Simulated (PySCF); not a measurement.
Molfile (atoms numbered from 1):
```
C6H4Br2
     RDKit          3D

 12 12  0  0  0  0  0  0  0  0999 V2000
   -3.2426    0.0291    0.0454 Br  0  0  0  0  0  0  0  0  0  0  0  0
   -1.3581    0.0177    0.0173 C   0  0  0  0  0  0  0  0  0  0  0  0
   -0.6761   -1.1980    0.0528 C   0  0  0  0  0  0  0  0  0  0  0  0
    0.7163   -1.2073    0.0320 C   0  0  0  0  0  0  0  0  0  0  0  0
    1.4131   -0.0010   -0.0240 C   0  0  0  0  0  0  0  0  0  0  0  0
    3.2977   -0.0136   -0.0521 Br  0  0  0  0  0  0  0  0  0  0  0  0
    0.7309    1.2145   -0.0595 C   0  0  0  0  0  0  0  0  0  0  0  0
   -0.6615    1.2241   -0.0387 C   0  0  0  0  0  0  0  0  0  0  0  0
   -1.2303   -2.1370    0.0962 H   0  0  0  0  0  0  0  0  0  0  0  0
    1.2588   -2.1536    0.0591 H   0  0  0  0  0  0  0  0  0  0  0  0
    1.2850    2.1535   -0.1029 H   0  0  0  0  0  0  0  0  0  0  0  0
   -1.2040    2.1705   -0.0659 H   0  0  0  0  0  0  0  0  0  0  0  0
  1  2  1  0
  2  3  1  0
  3  4  2  0
  4  5  1  0
  5  6  1  0
  5  7  2  0
  7  8  1  0
  8  2  2  0
  3  9  1  0
  4 10  1  0
  7 11  1  0
  8 12  1  0
M  END
```

- shielding tensors at PBE0/pcSseg-1 (GIAO)
- PBE0-D3(BJ)/def2-SVP structure
- run in PySCF 2.14
- one averaged value for each set of equivalent atoms, no solvent model, one computed conformer, non-relativistic Hamiltonian

Chemical shifts δ = σref − σ; 13C (σ = 184.41 ppm), 1H (σ = 31.27 ppm) against TMS; HBr for 79Br (σ = 2584.45 ppm), all at this level.

```
         atoms  nucleus  count  δ (ppm)
   C3/C4/C7/C8      13C      4        ?
       Br1/Br6     79Br      2      564
         C2/C5      13C      2        ?
H9/H10/H11/H12       1H      4     7.47
```

Estimate the values marked ?.

Results:


- C2/C5: 141.4 ppm, aromatic carbon bearing bromine
- C3/C4/C7/C8: 138.9 ppm, aromatic CH; the aromatic region

Spin–orbit coupling is missing: it shields a carbon bonded to bromine, so the measured shift of such a carbon is lower than the computed one. Shifts are as computed. Against solution values, carbons near 30 ppm lie about +2 ppm off and those near 130 ppm about +5 ppm; carbons on Br a further +13 ppm. Of 1211 compounds with measured shifts, 218 miss one by over three times the rms of a fit or turn the order of signals round; such compounds aren't used in these exercises.
